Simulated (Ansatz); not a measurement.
F$_{2}$Lu (SMILES [F][Lu+][F]), charge +1, singlet, geometry from GFN2-xTB (such geometries of metal compounds can be far from the true shape) (the multiplicity is a formal guess) (core potentials on Lu); B3LYP/def2-TZVP (Ansatz, a first-principles code).

Here is a job for Ansatz.
Ansatz 0.2 input:
```yaml
crystal:
  periodic: [false, false, false]
  atoms:
    - {symbol: Lu, position_ang: [0.22828709, 0.13509801, 0.05041733]}
    - {symbol: F, position_ang: [-1.25807097, 0.45638215, -1.23048929]}
    - {symbol: F, position_ang: [-0.54286049, -1.52215531, 0.83275256]}
basis:
  gaussian:
    orbitals: def2-TZVP
    fitting: {mean_field: def2-universal-JKFIT}
hamiltonian:
  xc: b3lyp
total_charge: 1
```

The log (banner, timings and long lists left out):

```
Functional definition: B3LYP
592 factors; integrals over basis functions are off by at most 1.8e2 eV
mean field evaluation 1: about -39049.2106 eV, gradient 1.3e2 eV
mean field evaluation 2: about -38386.7617 eV, gradient 4.9e2 eV
mean field evaluation 4: about -39071.8441 eV, gradient 6.4e1 eV
mean field evaluation 8: about -39073.9893 eV, gradient 4.2e-1 eV
mean field evaluation 16: about -39073.9922 eV, gradient 8.0e-5 eV
mean field -39073.99218267 eV, -1435.9427274101 hartree, gradient 8.0e-5 eV, S^2 0.000000; 0 other end points of the search recorded, 0 dependent functions left out
reference -39073.99243600 eV, -1435.9427367197 hartree; 30, 30 occupied and 128, 128 virtual orbitals, 592 factors
Total energy: -39073.99243600 eV, -1435.9427367197 hartree
```
